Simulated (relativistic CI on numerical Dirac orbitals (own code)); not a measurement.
# What each ingredient does to the levels of Hf45+

Base calculation: Dirac-Coulomb-Breit CI, separate exchange-only KLI orbitals for each configuration, model QED, unscaled Slater integrals.

Configurations in the expansion (outside the closed core [Ne]): 3s2 3p6 3d9, 3s2 3p5 3d10, 3s 3p6 3d10, 3s2 3p6 3d8 4s, 3s2 3p6 3d8 4p, 3s2 3p4 3d10 4s, 3s2 3p6 3d8 4d, 3s2 3p4 3d10 4p, 3s2 3p5 3d9 4s, 3s2 3p6 3d8 4f, 3s2 3p4 3d10 4d, 3s 3p5 3d10 4s, 3s2 3p5 3d9 4p, 3s 3p5 3d10 4p, 3s2 3p6 3d7 4s2, 3s2 3p5 3d9 4d. Levels of other configurations are missing.

Variants: (1) P86 correlation estimate; (2) configuration mixing switched off. Shifts of the energy above 3s2 3p6 3d9 2D_5/2, in eV, for the lowest level and the first level of each name with at least 55 % of one term (blank where a level changes its place among those of its configuration and J or its character, or is not in the variant):

```csv
Level,Base,Δ(1),Δ(2)
3s2 3p6 3d9 2D_5/2,0.00,0.00,0.00
3s2 3p6 3d9 2D_3/2,58.35,0.00,-0.02
3s2 3p5 3d10 2P°_3/2,427.01,+0.26,+0.94
3s2 3p5 3d10 2P°_1/2,696.79,+0.26,+1.15
3s 3p6 3d10 2S_1/2,925.60,+0.43,+0.08
3s2 3p6 3d8 4s 4F_9/2,1491.50,+1.86,+0.39
3s2 3p6 3d8 4s 2F_7/2,1494.47,+1.86,+0.34
3s2 3p6 3d8 4s 4F_7/2,1549.07,+1.86,+0.32
3s2 3p6 3d8 4s 4F_5/2,1549.77,+1.86,+0.35
3s2 3p6 3d8 4s 2G_9/2,1563.81,+1.86,+0.37
3s2 3p6 3d8 4s 2G_7/2,1564.36,+1.86,+0.41
3s2 3p6 3d8 4s 2P_1/2,1565.13,+1.86,+0.80
3s2 3p6 3d8 4p 2P°_1/2,1610.42,+1.94,+1.99
3s2 3p6 3d8 4s 4F_3/2,1612.33,+1.86,
3s2 3p6 3d8 4p 4G°_7/2,1640.08,+1.94,+0.28
3s2 3p6 3d8 4p 4P°_1/2,1652.60,+1.94,+0.97
3s2 3p6 3d8 4p 2H°_9/2,1654.37,+1.94,+0.25
3s2 3p6 3d8 4p 4G°_11/2,1674.20,+1.94,+0.32
3s2 3p6 3d8 4p 4F°_9/2,1677.21,+1.94,+0.38
3s2 3p6 3d8 4p 4G°_9/2,1731.86,+1.94,+0.27
3s2 3p6 3d8 4p 4F°_7/2,1733.52,+1.94,+0.37
3s2 3p6 3d8 4p 2H°_11/2,1744.97,+1.94,+0.30
```

At this charge energies of transitions that change n are usually good to better than 1 %, and those within a shell (Δn = 0) to a few per cent.

Ionisation energy from the two ground configurations alone: base 3858.43 eV; P86 correlation estimate 3860.64 eV. The NIST ASD value (theoretical) is 3858 eV.

LS names give the leading component of a level, which can be under half, so a name can repeat, a term be missing and a line seem to break the LS rules.
